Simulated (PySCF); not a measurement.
Species: C5HClF (charge +1).
Bonds: C1–C2 (triple), C2–C3, C3–C4, C4–F5, C4–C6 (double), C6–Cl7, C3–C6. Hydrogens: H8 on C1.

A GFN2-xTB structure was refined with PBE0-D3(BJ)/def2-SVP geometry optimisation, gas phase (PySCF 2.14.0). Its GFN2-xTB values:

```csv
coordinate,GFN2-xTB
C1≡C2,1.210 Å
C1–H8,1.057 Å
C2–C3,1.364 Å
C3–C4,1.389 Å
C3–C6,1.431 Å
C4–F5,1.270 Å
C4–C6,1.386 Å
C6–Cl7,1.620 Å
C1–C2–C3,180.0°
C2–C3–C4,150.7°
C2–C3–C6,150.4°
C3–C4–C6,62.1°
C3–C6–C4,59.1°
C3–C6–Cl7,149.5°
C4–C6–Cl7,151.5°
F5–C4–C6,149.4°
```

How do these coordinates change at the PBE0-D3(BJ)/def2-SVP level?

| coordinate | PBE0-D3(BJ)/def2-SVP (Å or °) | change |
| --- | --- | --- |
| C1–H8 | 1.082 | +0.025 |
| C3–C6 | 1.407 | -0.024 |
| C4–C6 | 1.363 | -0.023 |
| C2–C3 | 1.379 | +0.015 |
| C6–Cl7 | 1.634 | +0.014 |
| C4–F5 | 1.258 | -0.012 |
| C3–C4 | 1.378 | -0.011 |
| C1≡C2 | 1.215 | +0.005 |
| C3–C6–Cl7 | 148.1 | -1.4 |
| C2–C3–C4 | 151.9 | +1.2 |
| C2–C3–C6 | 149.5 | -0.9 |
| C4–C6–Cl7 | 152.3 | +0.8 |
| F5–C4–C6 | 150.0 | +0.6 |
| C3–C6–C4 | 59.6 | +0.5 |
| C1–C2–C3 | 179.4 | -0.6 |
| C3–C4–C6 | 61.8 | -0.3 |

The energy falls by 5.6 kJ/mol over 10 energy and gradient evaluations, the largest force component goes from 0.0356 to 2.6e-04 Eh/bohr, and the atoms move by 0.022 Å rms after alignment. Among the bonds, C3–C6 and C1–H8 change most and about equally (-0.024 to +0.025 Å). Bonds longer at the end by more than 0.005 Å: 3 of 8; shorter: 4. Rotational constants go from 2764, 1529, 984.4 to 2737, 1550, 989.8 MHz.

The run used 107 basis functions and 71 SCF cycles in all. Time: 41 s. Hardware: one thread of an Arm Neoverse V1, shared host.

Stationary, but not proved a minimum.
